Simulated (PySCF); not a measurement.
Ti⁺: excitation energy

Ti⁺ [Ar] 3d2 4s1 (4F) → Ti⁺ [Ar] 3d2 4p1 (high-spin determinant), as a difference of total energies. Computed with PySCF 2.14 in x2c-TZVPPall (6s5p4d2f1g, 64 functions), with the spin-free X2C one-electron Hamiltonian (Gaussian nucleus). Correlated levels: valence and next inner shell: [Ne] frozen. The calculations carry no spin-orbit coupling.

```json
{"method": "UHF", "excitation energy (eV)": "3.599"}
{"method": "MP2 (valence and next inner shell)", "excitation energy (eV)": "3.845"}
{"method": "SCS-MP2 (valence and next inner shell)", "excitation energy (eV)": "3.784"}
{"method": "CCSD (valence and next inner shell)", "excitation energy (eV)": "3.799"}
{"method": "CCSD(T) (valence and next inner shell)", "excitation energy (eV)": "3.799"}
```

**Question.** How much does correlation contribute at CCSD(T) (valence and next inner shell)?

**Answer.** 3.799 − (3.599) = 0.200 eV, measured against UHF.

A first-order spin-orbit estimate (lowest level to lowest level, LS coupling) adds -0.012 eV.

The basis was made for the ground configuration and has no added diffuse functions, so the excitation energy can come out too high.

The determinant of the upper state mixes LS terms, which raises its energy above the lowest term, most at the Hartree-Fock and MP2 levels.
